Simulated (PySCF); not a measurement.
Compound: C5H8ClF2 (doublet state).
Geometry (GFN2-xTB, Å), atoms numbered from 1 in this order:
```
atom  x, y, z in Å
C1    -2.0995    0.3971   -0.8461
C2    -1.6078   -0.3970    0.2935
C3    -0.1882   -0.0235    0.7324
Cl4   -0.1674    1.6722    1.3197
C5     0.8133   -0.1718   -0.4055
C6     2.2445    0.0489    0.0581
F7     3.0950   -0.0135   -0.9940
F8     2.6265   -0.9372    0.9091
H9    -1.8792    1.4446   -0.9015
H10   -2.8047   -0.0218   -1.5347
H11   -2.2669   -0.2598    1.1662
H12   -1.6267   -1.4642    0.0544
H13    0.1155   -0.6352    1.5862
H14    0.7438   -1.1827   -0.8142
H15    0.5910    0.5411   -1.2008
H16    2.4030    1.0116    0.5657
```

The hyperfine couplings belong to this conformer and change with its torsions.

Identity: `FC(C[C@@H](Cl)C[CH2])F` [radical].

Method: PySCF, UKS B3LYP, pcH-1 on C Cl F H, non-relativistic, mean-field spin-orbit, GIAO. Isolated species at its GFN2-xTB geometry (one conformer only). A GFN2-xTB geometry isn't a minimum of the functional, and hyperfine couplings can be far from their values at a DFT geometry. No stability test was run, so a lower SCF solution isn't excluded.

The Mulliken spin populations are largest on C1 (+1.08), C2 (-0.08) and H11 (+0.06). No atom but C1 exceeds +0.15. The positive populations add up to 1.17 and the negative ones to -0.17, together 2S = 1. The angles at C1 add up to 359.3°, so it is planar; its axial dipolar tensor and the negative couplings of its protons fit spin in a p orbital normal to that plane.

(1) Find Q in a(H) = Q·ρ(C) for the protons on the planar carbons that carry spin.

(2) How do the β-proton couplings of this frozen conformer go with θ, the angle between the C–H bond and the normal to the plane of the spin centre's three neighbours, both seen down the bond from centre to carbon?

## Answers

(1) 
```json
{"H": "H9", "C": "C1", "ρ(C)": "+1.075", "a(H) (G)": "-21.91", "a/ρ (G)": "-20.4"}
{"H": "H10", "C": "C1", "ρ(C)": "+1.075", "a(H) (G)": "-22.71", "a/ρ (G)": "-21.1"}
```

These protons share one ρ (within 0.01), so their mean ratio, Q = -20.8 G, is no test of linearity. In every row coupling and population have opposite signs.

(2) 
| β H | on | centre | θ (°) | cos²θ | a (G) |
| --- | --- | --- | --- | --- | --- |
| H11 | C2 | C1 | 4 | 0.99 | +54.98 |
| H12 | C2 | C1 | 67 | 0.16 | +10.34 |

Couplings in gauss use g_iso = 2.0027.
